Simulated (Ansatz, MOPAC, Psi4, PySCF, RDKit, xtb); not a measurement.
Dimer: C2H2 (SMILES C#C) (first 4 atoms) with CH3F (SMILES CF); geometry from B3LYP-D3(BJ)/def2-TZVP, rigid monomers moved along the line of their centres of mass till H3···F6 is 2.55 Å.
(charge 0, multiplicity 1):
| atom | x (Å) | y (Å) | z (Å) |
|---|---|---|---|
| C | -0.1330 | -0.1057 | 0.1122 |
| C | 0.3573 | 0.3816 | -0.8658 |
| H | -0.5598 | -0.5337 | 0.9899 |
| H | 0.7874 | 0.8110 | -1.7375 |
| C | 0.6212 | -0.1143 | 3.9671 |
| F | -0.4853 | -0.8388 | 3.5191 |
| H | 1.1043 | 0.3482 | 3.1063 |
| H | 0.2745 | 0.6483 | 4.6642 |
| H | 1.3054 | -0.8022 | 4.4635 |

Monomers are frozen at their geometry in the pair; levels with a basis set take the counterpoise correction. Rows marked so take none. RDKit's UFF carries no charges.

Correlated levels freeze the cores. Rows in 6-311+G**, 6-31G* carry no dispersion term and start afresh at each structure (6-31G* with six Cartesian d functions). MP2/6-31G* freezes PySCF's default core. The state reached by PM6, PM7 isn't checked; PM7 holds dispersion and hydrogen-bond terms.

The values were computed with Ansatz (an electronic-structure program); MOPAC for PM6, PM7 (differences of heats of formation); Psi4 for SAPT; PySCF for 6-311+G** rows, 6-31G* rows; RDKit for the force fields; xtb for the GFN methods. Each number belongs to the level named beside it.

```
level                              interaction energy (kcal/mol)
---------------------------------  -----------------------------
UFF                                                        -0.33
GFN-FF                                                     -0.95
PM6                                                        -0.10
PM7                                                        -0.43
HF/6-31G* (no counterpoise)                                -2.54
B3LYP/6-311+G** (no counterpoise)                              …
wB97X-V/def2-TZVPPD                                        -2.06
MP2/6-31G* (no counterpoise)                                   …
SAPT0/jun-cc-pV(D+d)Z                                      -2.03
```

Question: Some entries are withheld; supply them.

Answer: 
- B3LYP/6-311+G** (no counterpoise), interaction energy (kcal/mol): -1.54
- MP2/6-31G* (no counterpoise), interaction energy (kcal/mol): -3.40
